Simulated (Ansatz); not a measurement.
Ge3F8, relaxed as a singlet with RKS PBE-D4/def2-SVP in Ansatz, starting from the GFN2-xTB geometry. Force threshold 0.03 eV/Å.

Start:

```tsv
atom	x (Å)	y (Å)	z (Å)
Ge1	1.3426	-1.3110	1.3431
F2	2.5941	-1.1359	2.5529
F3	2.0430	-2.4857	0.2523
F4	0.1401	-2.2657	2.1824
Ge5	0.3757	0.8052	0.1920
F6	1.7105	1.6755	-0.5746
F7	-0.0072	1.9872	1.4497
Ge8	-1.6096	0.7351	-1.4816
F9	-3.0927	0.0802	-0.8234
F10	-1.3368	-0.3040	-2.8636
F11	-2.1597	2.2190	-2.2292
```

| step | energy (eV) | largest force component (eV/Å) | SCF passes |
| --- | --- | --- | --- |
| 1 | -191213.8304 | 0.695 | 20 |
| 2 | -191214.1606 | 0.420 | 20 |
| 3 | -191214.2213 | 0.071 | 19 |
| 4 | -191214.2226 | 0.011 | 20 |

Force components are those of the run's own axes.

End:

```xyz
11

Ge    1.237   -1.256    1.247
F     2.472   -0.937    2.423
F     1.907   -2.335    0.063
F    -0.042   -2.117    2.049
Ge    0.365    0.786    0.187
F     1.694    1.546   -0.651
F    -0.107    1.873    1.468
Ge   -1.517    0.652   -1.391
F    -2.927   -0.005   -0.620
F    -1.130   -0.401   -2.718
F    -1.953    2.194   -2.056
```

By distances, no bond broke or formed. The bond that changes most is Ge5–Ge8, from 2.60 to 2.46 Å (atoms count from 1).

No frequencies were taken in this run, so the end may be a saddle point.

It took 11 s on 4 threads of Arm Neoverse V1 on a shared host.
